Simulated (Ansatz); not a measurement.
`[AlH2][B]([SiH3])[SiH3]`. Total charge 0; spin multiplicity 1.

Cartesian coordinates in Å:
```
Al -0.3498 0.8250 2.1169
B -0.0304 0.0739 0.1895
Si 1.3234 0.8480 -1.0575
Si -1.0574 -1.4725 -0.5463
H 0.3781 0.1598 3.3663
H -1.3248 2.0626 2.3426
H 1.8594 -0.1113 -2.0637
H 2.4761 1.5421 -0.4184
H 0.5192 1.8791 -1.7864
H -2.4120 -1.6899 0.0341
H -0.2001 -2.6327 -0.1461
H -1.1816 -1.4843 -2.0310
```

Task: Give the diagnostics of a CCSD(T)/def2-TZVPP run (frozen core, Ansatz). (Best estimate.)

Result: The calculation gave: T1 = 0.0147, largest single amplitude 0.037, largest double 0.035, (T) share of the correlation energy 3.3 %, 10 CCSD cycles. The RHF solution is stable towards an unrestricted one. T1 lies under the customary mark of 0.02 for closed shells.
